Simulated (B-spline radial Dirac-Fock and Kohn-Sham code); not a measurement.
# What relativity does to the binding energies of Lu⁶²⁺

System: the Lu⁶²⁺ ion, configuration [He] 2s2 2p5.

Both columns are ΔSCF binding energies of the configuration average from an atomic code on a B-spline grid: non-relativistic Hartree-Fock with a point nucleus, and Dirac-Fock with a finite nucleus and the Coulomb interaction alone, averaged over the two j levels with weights 2j+1.

| shell | Hartree-Fock (eV) | Dirac-Fock (eV) | shift (eV) | shift (%) |
| --- | --- | --- | --- | --- |
| 1s | 64471.3 | 69375.6 | +4904.36 | +7.61 |
| 2s | 14737.7 | 16153.2 | +1415.50 | +9.60 |
| 2p | 14416.3 | 14968.7 | +552.35 | +3.83 |

Relativity binds 1s, 2s, 2p more strongly, among those listed most of all 2s in relative terms.

Values without a named source are computed, but for edge energies of neutral atoms, which are taken from tables.
